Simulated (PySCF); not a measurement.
Ligand exchange on a metal centre used in film growth or etching (Ta F-OH). Gas-phase values, no solvent. One relaxed conformer stands for each flexible species; it need not be the lowest. In the def2 sets, heavy atoms carry core potentials. All members: neutral, multiplicity 1. Level: B3LYP-D3(BJ)/def2-TZVP // r2SCAN-D4/def2-SVP (PySCF), beside PBE-D3(BJ)/def2-TZVP // r2SCAN-D4/def2-SVP (PySCF) at the same geometries. B3LYP has the VWN-RPA correlation part, as in Gaussian. 

```
species        HOMO–LUMO gap, PBE (eV)  HOMO–LUMO gap, B3LYP-D3(BJ) (eV)
-------------  -----------------------  --------------------------------
[Ta(OH)5]                         5.17                          withheld
[Ta(F)2(OH)3]                     5.60                              7.66
[Ta(F)(OH)4]                      5.64                              7.71
[Ta(F)3(OH)2]                     5.91                              7.95
[Ta(F)4(OH)]                      6.20                              8.24
```

**Question.** Fit y = a + b·x, y being the HOMO–LUMO gap at the first level, to the 4 complete rows by least squares, with x = the PBE value in eV. Give a, b and the rms residual, and predict the withheld value.

**Answer.** Means of the 4 rows: x̄ = 5.8375, ȳ = 7.89 eV. Σ(x − x̄)² = 0.23208 and Σ(x − x̄)(y − ȳ) = 0.2214, so b = 0.954 and a = ȳ − b·x̄ = 2.321 eV. The rms residual is 0.007 eV. At x = 5.17 the line gives 7.25 eV, outside the range of the fitted rows. The run for [Ta(OH)5] gave 7.17 eV, so the line is off by 0.08 eV, more than twice the rms residual.

Codes: PySCF.
